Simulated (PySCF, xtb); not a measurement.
Br2, SMILES BrBr (connectivity only; charge and spin as stated), charge +1, multiplicity 2.

Geometry: PBE0-D3(BJ)/def2-TZVP. The multiplicity is an assumed one; other spin states were not compared.

The numbers are results of PySCF 2.14.0 with C-PCM-PBE0/def2-SVP, not measurements.

The values are the electrostatic part of the solvation free energy, E(continuum) − E(gas) at the gas-phase geometry, in a cavity of scaled van der Waals radii (PySCF's table); cavitation and dispersion terms are not included.

```csv
solvent,ε,ΔG(elec) (kcal/mol)
water,78.36,-63.2
diethylether,4.24,-48.9
toluene,2.37,-37.0
```

For comparison, GFN2-xTB/ALPB(water) (xtb, at the GFN2-xTB geometry, all terms of that model) gives -52.6 kcal/mol.
